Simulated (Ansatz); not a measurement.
System: sum formula GaOH (charge +1, doublet). 
Coordinates optimised at B3LYP-D3(BJ)/def2-TZVP (Ansatz, a quantum-chemistry and plane-wave program):
```
O
H 1 0.9772
Ga 1 1.7959 2 116.73
```
Charge +1, spin multiplicity 2.

Basis-set convergence of Hartree-Fock and MP2 correlation energies (hartree) with Ansatz. Correlated levels leave the core frozen unless marked. Open shells are spin-unrestricted. Spin-orbit coupling is left out. The frozen core is the preceding noble-gas configuration, with the filled d and f shells of earlier blocks. No relativistic terms.

| basis | functions | E(HF) | E(corr, MP2) |
|---|---|---|---|
| aug-cc-pVDZ | 68 | -1998.39895 | -0.23302 |
| aug-cc-pVTZ | 128 | -1998.48933 | -0.28231 |
| aug-cc-pVQZ | 219 | -1998.49745 | -0.30072 |

Extrapolating the two largest sets (X = 3 and 4) as X^-3: E(corr) = (64·(-0.30072) - 27·(-0.28231))/37 = -0.3142 Eh, an estimate of the basis-set limit. The largest set recovers 95.7 % of it, the smallest 74.2 %.
